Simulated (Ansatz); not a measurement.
One change: `NC[O][GeH3]` becomes `[GeH3][O]C[TeH]`.

Ansatz, PBE0-D4/def2-TZVP geometries, multiplicity 1. Each molecule was computed in one conformer, which needn't be the lowest.

Elements past krypton have def2 core potentials. Scalar relativity is left out up to krypton.

```json
{"property": "size of the dipole moment (PBE/def2-TZVPP) / D", "`NC[O][GeH3]`": "0.61"}
{"property": "size of the dipole moment (B3LYP/def2-TZVPP) / D", "`NC[O][GeH3]`": "0.78"}
{"property": "HOMO–LUMO gap (PBE0/def2-TZVPP) / eV", "`NC[O][GeH3]`": "7.86"}
{"property": "LUMO energy (PBE/def2-TZVPP) / eV", "`NC[O][GeH3]`": "-0.46"}
{"property": "HOMO energy (B3LYP/def2-TZVPP) / eV", "`NC[O][GeH3]`": "-7.22"}
{"property": "HOMO energy (PBE/def2-TZVPP) / eV", "`NC[O][GeH3]`": "-6.01"}
```

(1) What does the change do to each property? (Estimate.)

Answers

(1) Ansatz gave: 
```csv
property,`[GeH3][O]C[TeH]`,shift
size of the dipole moment (PBE/def2-TZVPP) / D,2.00,1.39
size of the dipole moment (B3LYP/def2-TZVPP) / D,2.10,1.32
HOMO–LUMO gap (PBE0/def2-TZVPP) / eV,5.52,-2.34
LUMO energy (PBE/def2-TZVPP) / eV,-1.46,-1.00
HOMO energy (B3LYP/def2-TZVPP) / eV,-5.93,1.29
HOMO energy (PBE/def2-TZVPP) / eV,-5.14,0.87
```

With PBE0 the HOMO rises by 1.32 eV and the LUMO falls by 1.02 eV, so the gap narrows by about 2.34 eV. PBE moves the HOMO by 0.87 eV and ωB97M-V by 1.61 eV. Dipoles are sizes alone; their direction can turn.

B3LYP here is the variant with VWN-RPA as its local correlation; programs differ in this.

Spin–orbit coupling is left out; it splits and shifts lone-pair levels of the heavy atoms by tenths of an eV.
